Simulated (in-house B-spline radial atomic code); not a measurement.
Values are calculated unless marked as measured or tabulated.
**Two electrons in Ge: a parabolic dot with ħω = 0.143 meV in all three directions with a doubly ionised double donor at its centre**

For Ge the NSM archive of the Ioffe Institute lists m_l = 1.6 m0, m_t = 0.08 m0 and ε = 16.2; the model takes one isotropic valley with the conductivity mass 3/(1/m_l + 2/m_t) = 0.117 m0, and so misses anisotropy and the other valleys. All triplets below are those of one valley; with several valleys two electrons can form a triplet in the 1s orbital itself, at an energy set by the valley splitting. Real donors also feel a central-cell potential, which shifts the ground state; some double donors stay shallow and helium-like, others are deep centres that this model can't describe.

Effective-mass model with parabolic bands, a uniform dielectric constant, no image charges, no central-cell or spin-orbit terms. Two-electron levels come from full CI in B-splines with partial waves to l = 5 (up to 0.001 effective hartree above the limit).

(1) What are the effective units, and what is the potential in them?

In these units the lowest s and p orbitals lie at -1.9999 and -0.4995, and their Coulomb and exchange integrals are J_ss = 1.2500, J_sp = 0.4861 and K_sp = 0.03422. Full CI gives -2.9033 for the ground singlet, -2.1314 for the sp triplet, -2.1217 for the sp singlet and -2.1736 for the lowest triplet of two s orbitals.

(2) What does it cost to add the second electron, to first order and exactly?

(3) How far above the singlet do the triplets lie?

Answers

(1) Ha* = 27211.386 meV × 0.117/16.2² = 12.13 meV and a* = 0.0529177 nm × 16.2/0.117 = 7.327 nm. The frequency is ω = 0.0118 Ha*, with −2/r added.

(2) To first order E = 2ε_s + J_ss = -2.7499, so the charging energy E(2) − 2E(1) is J_ss = 15.16 meV. CI gives -2.9033 − 2 × (-1.9999) = 1.0966, or 13.3 meV: relaxation and correlation lower it by 1.862 meV, 12.3 % of J_ss. The s² configuration of one-electron orbitals holds 92.5 % of the state, and the mean radius is 6.81 nm.

(3) To first order the sp triplet lies at ε_s + ε_p + J_sp − K_sp = -2.0476, which is 8.52 meV above 2ε_s + J_ss. CI gives -2.1314 − (-2.9033) = 0.7720, or 9.365 meV, 51 % of the orbital spacing of 18.2 meV. The ss triplet lies 8.852 meV up, so the lower of the two is the ss one, and its gap equals k_BT at 103 K. The sp singlet-triplet splitting is 0.1173 meV, against 2K_sp = 0.8302 meV.
